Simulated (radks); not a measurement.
Valence configurations of Co III (all share [Ar]). Method: non-relativistic Kohn-Sham, LDA (Slater exchange, Perdew-Wang correlation), spin-polarised, spherical densities, point nucleus; open shells are filled with parallel spins first; computed with a radial shooting solver on a logarithmic mesh with Libxc functionals. Energies are relative to 3d7; eigenvalues in eV for spin up.

valence	E (eV)	moment (Bohr magnetons)	e(3d)	e(4p)	e(4s)
3d7	0.000	3	-28.756	-	-
3d6.5 4s0.5	2.615	4	-32.164	-	-22.698
3d6.5 4p0.5	5.856	4	-32.788	-16.615	-
3d6 4s1	5.869	5	-35.763	-	-24.052
3d6 4p1	12.622	5	-36.982	-18.000	-
3d5.5 4s1 4p0.5	13.397	6	-40.166	-18.656	-25.684
3d5.5 4s0.5 4p1	16.917	6	-40.761	-18.970	-26.021
3d5 4s2	17.110	5	-43.605	-	-25.971
3d5 4s1 4p1	22.070	7	-44.738	-19.908	-27.238
3d4.5 4s1 4p1.5	35.302	7	-49.202	-21.077	-28.694

NIST lists [Ar] 3d7 as the ground configuration; this level of theory agrees among the configurations tried. The energies are those of spherical high-spin densities, not of single terms.
